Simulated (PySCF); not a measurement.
Heteronuclear NMR

Bonds (- single, = double, # triple, : aromatic): C1=C2, C2-C3, C3:C4, C4:C5, C5:C6, C6:C7, C7:C8, C8-O9, O9-C10, C8:C3. C1 carries H11, H12; C2 carries H13; C4 carries H14; C5 carries H15; C6 carries H16; C7 carries H17; C10 carries H18, H19, H20. H11 is cis to C3; H12 is trans to C3.

[PySCF 2.14.0 with density-fitted response routines: shieldings: GIAO PBE0/pcSseg-1; structure optimised with PBE0-D3(BJ)/def2-SVP; one computed conformer; non-relativistic; in vacuum; one averaged value for each set of equivalent atoms]

Q: Where does $^{17}$O resonate?

A: 
```tsv
atoms	environment	σ (ppm)	δ (ppm)
O9	ether oxygen	235.6	54.0
```

Shieldings were converted by a linear fit to measured shifts: $^{17}$O: δ = 264.06 − 0.892σ (rms 13.4 ppm, 147 shifts, 14.2 ppm with the 1 outlier that the fit left out vs liquid water, solution or neat liquid). Occasional misses reach two or three times the rms, and more in compound classes unlike the fitted ones.

On a 300 MHz spectrometer $^{17}$O resonates near 40.7 MHz, so 1 ppm is 40.7 Hz.
